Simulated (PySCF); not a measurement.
# Basis-set dependence of population analyses: `CO/C=C\[SiH2]Cl`

C3H7ClOSi.
Atom-mapped SMILES: `[CH3:1][O:2]/[CH:3]=[CH:4]\[SiH2:5][Cl:6]` (hydrogens: H7, H8, H9 on C1; H10 on C3; H11 on C4; H12, H13 on Si5)

PBE0 throughout (PySCF), one geometry, spherical d and f functions. The structure is a single PBE0-D3(BJ)/def2-SVP conformer in the gas phase; no vibrational or solvent corrections. Atoms taken as equivalent share a column and are averaged. The first 7 of 10 kinds of atom are listed.

Mulliken charges (e):

```csv
basis,functions,C1,O2,C3,C4,Si5,Cl6,H7/H8/H9
STO-3G,45,-0.126,-0.192,+0.017,-0.294,+0.694,-0.365,+0.096
6-31G,76,-0.247,-0.521,+0.185,-0.550,+0.710,-0.348,+0.189
pcSseg-0,76,-0.320,-0.658,+0.189,-0.811,+0.876,-0.415,+0.242
6-31G*,106,-0.286,-0.436,+0.143,-0.457,+0.522,-0.312,+0.189
cc-pVDZ,127,+0.051,-0.260,+0.151,-0.255,+0.414,-0.264,+0.057
def2-SVP,127,+0.102,-0.336,+0.159,-0.335,+0.571,-0.297,+0.056
aug-cc-pVDZ,209,+0.871,-0.651,+1.325,-0.040,-0.146,-0.456,-0.143
"6-311+G(2d,p)",220,-0.226,-0.293,+0.142,-0.548,+0.587,-0.259,+0.157
def2-TZVP,240,-0.247,-0.210,+0.047,-0.330,+0.393,-0.274,+0.137
cc-pVTZ,286,-0.117,-0.188,+0.059,-0.308,+0.375,-0.254,+0.092
IGLO-III,298,-0.261,-0.243,+0.146,-0.472,+1.006,-0.409,+0.136
pcSseg-2,328,+0.108,-0.374,+0.270,-0.444,+0.725,-0.314,+0.044
```

IAO charges (e):

```
        basis  functions      C1      O2      C3      C4     Si5     Cl6  H7/H8/H9
       STO-3G         45  -0.258  -0.175  -0.010  -0.462  +0.739  -0.312    +0.140
        6-31G         76  -0.244  -0.305  +0.060  -0.490  +0.658  -0.317    +0.158
     pcSseg-0         76  -0.223  -0.306  +0.072  -0.504  +0.657  -0.309    +0.153
       6-31G*        106  -0.205  -0.317  +0.097  -0.530  +0.790  -0.337    +0.146
      cc-pVDZ        127  -0.203  -0.313  +0.091  -0.530  +0.786  -0.334    +0.145
     def2-SVP        127  -0.194  -0.313  +0.093  -0.527  +0.798  -0.327    +0.142
  aug-cc-pVDZ        209  -0.211  -0.324  +0.090  -0.536  +0.791  -0.340    +0.149
6-311+G(2d,p)        220  -0.212  -0.326  +0.091  -0.546  +0.818  -0.342    +0.150
    def2-TZVP        240  -0.210  -0.325  +0.095  -0.549  +0.830  -0.343    +0.149
      cc-pVTZ        286  -0.212  -0.323  +0.094  -0.546  +0.817  -0.342    +0.150
     IGLO-III        298  -0.212  -0.326  +0.091  -0.548  +0.823  -0.338    +0.150
     pcSseg-2        328  -0.211  -0.326  +0.094  -0.549  +0.826  -0.342    +0.150
```

Some averages cover members that differ in this geometry, most widely: H7/H8/H9, Mulliken in aug-cc-pVDZ -0.295 to -0.062; H7/H8/H9, IAO in 6-31G +0.145 to +0.181; H7/H8/H9, Mulliken in cc-pVTZ +0.080 to +0.115; H7/H8/H9, Mulliken in IGLO-III +0.121 to +0.155 e.

**Question.** Which scheme is steadiest as the basis changes?

**Answer.** Largest range over the bases for any column: IAO 0.17 e, Mulliken 1.31 e. IAO charges move least and Mulliken charges most, counted in e. Without the minimal STO-3G basis the ranges are IAO 0.17, Mulliken 1.28 e.

**Question.** How much do the charges still move between the two largest bases, IGLO-III and pcSseg-2?

**Answer.** At most, over all atoms: Mulliken 0.369 e, IAO 0.004 e.

**Question.** What do the same runs give for the total energy, the frontier levels and the dipole moment?

**Answer.** 
| basis | energy (Eh) | HOMO (eV) | LUMO (eV) | μ (D) |
| --- | --- | --- | --- | --- |
| STO-3G | -932.1919 | -4.26 | 3.51 | 4.82 |
| 6-31G | -942.8057 | -6.87 | -0.04 | 5.59 |
| pcSseg-0 | -941.6357 | -7.08 | -0.24 | 5.68 |
| 6-31G* | -942.9208 | -6.79 | 0.00 | 4.87 |
| cc-pVDZ | -942.9756 | -6.83 | -0.13 | 4.53 |
| def2-SVP | -942.5873 | -6.91 | -0.18 | 4.48 |
| aug-cc-pVDZ | -942.9931 | -6.99 | -0.45 | 4.39 |
| 6-311+G(2d,p) | -943.0443 | -7.01 | -0.46 | 4.39 |
| def2-TZVP | -943.0644 | -6.99 | -0.37 | 4.32 |
| cc-pVTZ | -943.0672 | -6.96 | -0.32 | 4.37 |
| IGLO-III | -943.0612 | -6.97 | -0.41 | 4.16 |
| pcSseg-2 | -943.0799 | -7.04 | -0.45 | 4.48 |

The dipole is fixed by the density alone, so its range of 1.52 D shows that the density itself changes with the basis, not only its division among atoms.
